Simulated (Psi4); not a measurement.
C₄H₁₁O₂, charge +1, singlet, at a GFN2-xTB geometry; FNO-CCSD(T)/STO-3G (Psi4 1.11).

Input for Psi4:
```
memory 2 GB

molecule {
1 1
C     2.36661495   -0.12619185    0.24717262
O     1.07480002   -0.25199685    0.88042613
C     0.10937954    0.77036453    0.54592923
C    -0.75192641    0.19441294   -0.61376919
C    -2.17918002    0.69870354   -0.57404255
O    -0.65341053   -1.22418938   -0.47085191
H     2.28582328   -0.07100439   -0.83805283
H     2.94889462   -1.00127445    0.53127219
H     2.85431223    0.76743456    0.63433318
H     0.53921333   -1.06622632    0.43861294
H    -0.49794260    0.92202136    1.44290896
H     0.60261658    1.70361411    0.28107471
H    -0.29008700    0.43189425   -1.57822099
H    -2.74978232    0.28220415   -1.40027805
H    -2.66131296    0.42441196    0.36279328
H    -2.19491570    1.78067518   -0.66519481
H    -1.47726349   -1.58799572   -0.11758277
}

set {
  basis sto-3g
}

energy('fno-ccsd(t)')
print_variables()
```

What does Psi4 print? Leave out banner, timings and long lists.


```
   => Loading Basis Set <=

    Name: STO-3G
    Role: ORBITAL
    Keyword: BASIS

         ---------------------------------------------------------
                                   SCF
               by Justin Turney, Rob Parrish, Andy Simmonett
                          and Daniel G. A. Smith
                              RHF Reference
         ---------------------------------------------------------

  ==> Geometry <==

    Molecular point group: c1
    Full point group: C1

    Geometry (in Angstrom), charge = 1, multiplicity = 1:

       Center              X                  Y                   Z               Mass
    ------------   -----------------  -----------------  -----------------  -----------------
         C            2.359661518005    -0.098105228197     0.237300150778    12.000000000000
         O            1.067846588005    -0.223910228197     0.870553660778    15.994914619570
         C            0.102426108005     0.798451151803     0.536056760778    12.000000000000
         C           -0.758879841995     0.222499561803    -0.623641659222    12.000000000000
         C           -2.186133451995     0.726790161803    -0.583915019222    12.000000000000
         O           -0.660363961995    -1.196102758197    -0.480724379222    15.994914619570
         H            2.278869848005    -0.042917768197    -0.847925299222     1.007825032230
         H            2.941941188005    -0.973187828197     0.521399720778     1.007825032230
         H            2.847358798005     0.795521181803     0.624460710778     1.007825032230
         H            0.532259898005    -1.038139698197     0.428740470778     1.007825032230
         H           -0.504896031995     0.950107981803     1.433036490778     1.007825032230
         H            0.595663148005     1.731700731803     0.271202240778     1.007825032230
         H           -0.297040431995     0.459980871803    -1.588093459222     1.007825032230
         H           -2.756735751995     0.310290771803    -1.410150519222     1.007825032230
         H           -2.668266391995     0.452498581803     0.352920810778     1.007825032230
         H           -2.201869131995     1.808761801803    -0.675067279222     1.007825032230
         H           -1.484216921995    -1.559909098197    -0.127455239222     1.007825032230

  Running in c1 symmetry.

  Rotational constants: A =      0.23855  B =      0.07076  C =      0.06205 [cm^-1]
  Rotational constants: A =   7151.46146  B =   2121.21485  C =   1860.11482 [MHz]
  Nuclear repulsion =  278.111394040076675

  Charge       = 1
  Multiplicity = 1
  Electrons    = 50
  Nalpha       = 25
  Nbeta        = 25

  ==> Algorithm <==

  SCF Algorithm Type is PK.
  DIIS enabled.
  MOM disabled.
  Fractional occupation disabled.
  Guess Type is SAD.
  Energy threshold   = 1.00e-08
  Density threshold  = 1.00e-08
  Integral threshold = 1.00e-12

  ==> Primary Basis <==

  Basis Set: STO-3G
    Blend: STO-3G
    Number of shells: 29
    Number of basis functions: 41
    Number of Cartesian functions: 41
    Spherical Harmonics?: true
    Max angular momentum: 1

  ==> Integral Setup <==

  Using in-core PK algorithm.
   Calculation information:
      Number of atoms:                  17
      Number of AO shells:              29
      Number of primitives:             87
      Number of atomic orbitals:        41
      Number of basis functions:        41

      Integral cutoff                 1.00e-12
      Number of threads:                 1

  Performing in-core PK
  Using 742182 doubles for integral storage.
  We computed 89456 shell quartets total.
  Whereas there are 94830 unique shell quartets.

  ==> DiskJK: Disk-Based J/K Matrices <==

    J tasked:                  Yes
    K tasked:                  Yes
    wK tasked:                  No
    Schwarz Cutoff:          1E-12

  Minimum eigenvalue in the overlap matrix is 2.0817670145E-01.
  Reciprocal condition number of the overlap matrix is 8.1836003883E-02.
    Using symmetric orthogonalization.

  ==> Pre-Iterations <==

  SCF Guess: Superposition of Atomic Densities via on-the-fly atomic UHF (no occupation information).

   -------------------------
    Irrep   Nso     Nmo
   -------------------------
     A         41      41
   -------------------------
    Total      41      41
   -------------------------

  ==> Iterations <==

                        Total Energy        Delta E     RMS |[F,P]|

   @RHF iter SAD:  -298.85355580435896   -2.98854e+02   0.00000e+00
   @RHF iter   1:  -303.45761584723152   -4.60406e+00   8.74953e-03 DIIS/ADIIS
   @RHF iter   2:  -303.54205461629277   -8.44388e-02   2.09807e-03 DIIS/ADIIS
   @RHF iter   3:  -303.54697530424534   -4.92069e-03   4.73024e-04 DIIS/ADIIS
   @RHF iter   4:  -303.54734465224220   -3.69348e-04   1.01261e-04 DIIS/ADIIS
   @RHF iter   5:  -303.54736562633184   -2.09741e-05   3.35291e-05 DIIS
   @RHF iter   6:  -303.54736859963458   -2.97330e-06   8.91464e-06 DIIS
   @RHF iter   7:  -303.54736878365031   -1.84016e-07   2.02953e-06 DIIS
   @RHF iter   8:  -303.54736879303408   -9.38377e-09   4.44495e-07 DIIS
   @RHF iter   9:  -303.54736879347865   -4.44572e-10   9.30945e-08 DIIS
   @RHF iter  10:  -303.54736879349821   -1.95541e-11   1.91087e-08 DIIS
   @RHF iter  11:  -303.54736879349906   -8.52651e-13   4.10773e-09 DIIS
  Energy and wave function converged.

  ==> Post-Iterations <==

    Orbital Energies [Eh]
    ---------------------

    Doubly Occupied:

       1A    -20.698784     2A    -20.524659     3A    -11.347831
       4A    -11.343745     5A    -11.324689     6A    -11.224669
       7A     -1.674109     8A     -1.540586     9A     -1.225672
      10A     -1.157586    11A     -1.090569    12A     -1.011402
      13A     -0.936841    14A     -0.877221    15A     -0.860038
      16A     -0.813869    17A     -0.799694    18A     -0.772770
      19A     -0.738352    20A     -0.728114    21A     -0.695223
      22A     -0.672310    23A     -0.661097    24A     -0.630479
      25A     -0.599655

    Virtual:

      26A      0.206540    27A      0.312015    28A      0.323446
      29A      0.355610    30A      0.387522    31A      0.415915
      32A      0.460027    33A      0.469522    34A      0.490253
      35A      0.500699    36A      0.510600    37A      0.521909
      38A      0.563454    39A      0.575858    40A      0.583736
      41A      0.610238

    Final Occupation by Irrep:
              A
    DOCC [    25 ]
    NA   [    25 ]
    NB   [    25 ]

  @RHF Final Energy:  -303.54736879349906

   => Energetics <=

    Nuclear Repulsion Energy =            278.1113940400766751
    One-Electron Energy =                -955.4175978819343982
    Two-Electron Energy =                 373.7588350483586623
    Total Energy =                       -303.5473687934990608

Computation Completed

Properties will be evaluated at   0.000000,   0.000000,   0.000000 [a0]

Properties computed using the SCF density matrix

 Multipole Moments:

 ------------------------------------------------------------------------------------
     Multipole            Electronic (a.u.)      Nuclear  (a.u.)        Total (a.u.)
 ------------------------------------------------------------------------------------

 L = 1.  Multiply by 2.5417464519 to convert [e a0] to [Debye]
 Dipole X            :          1.2439019           -0.6701437            0.5737582
 Dipole Y            :         -2.6956393            2.7068768            0.0112375
 Dipole Z            :          1.2594707           -0.9514690            0.3080017
 Magnitude           :                                                    0.6512985

 ------------------------------------------------------------------------------------

 MINTS: Wrapper to libmints.
   by Justin Turney

   Calculation information:
      Number of threads:                 1
      Number of atoms:                  17
      Number of AO shells:              29
      Number of SO shells:              29
      Number of primitives:             87
      Number of atomic orbitals:        41
      Number of basis functions:        41

      Number of irreps:                  1
      Integral cutoff                 1.00e-12
      Number of functions per irrep: [  41 ]

 OEINTS: Overlap, kinetic, potential, dipole, and quadrupole integrals
         stored in file 35.

      Computed 358689 non-zero two-electron integrals.
        Stored in file 33.

Traceback (most recent call last):
  File "psi4", line 375, in <module>
  File "<string>", line 37, in <module>
  File "site-packages/psi4/driver/driver.py", line 533, in energy
  File "site-packages/psi4/driver/procrouting/proc.py", line 939, in select_fnoccsd_t_
  File "site-packages/psi4/driver/procrouting/proc.py", line 5712, in run_fnocc

RuntimeError:
Fatal Error: ndocc must be less than nvirt
The most recent 5 function calls were:

psi::PsiException::PsiException(std::__cxx11::basic_string<char, std::char_traits<char>, std::allocator<char> >, char const*, int)

Printing out the relevant lines from the Psithon --> Python processed input file:
    H    -2.19491570    1.78067518   -0.66519481
    H    -1.47726349   -1.58799572   -0.11758277
    """)
    core.IO.set_default_namespace("")
    core.set_global_option("BASIS", "sto-3g")
--> energy('fno-ccsd(t)')
    print_variables()

!----------------------------------------------------------------------------------!
!                                                                                  !
! Fatal Error: ndocc must be less than nvirt                                       !
! The most recent 5 function calls were:                                           !
! psi::PsiException::PsiException(std::__cxx11::basic_string<char,                 !
!     std::char_traits<char>, std::allocator<char> >, char const*, int)            !
!                                                                                  !
!----------------------------------------------------------------------------------!
```

The program stopped with an error.
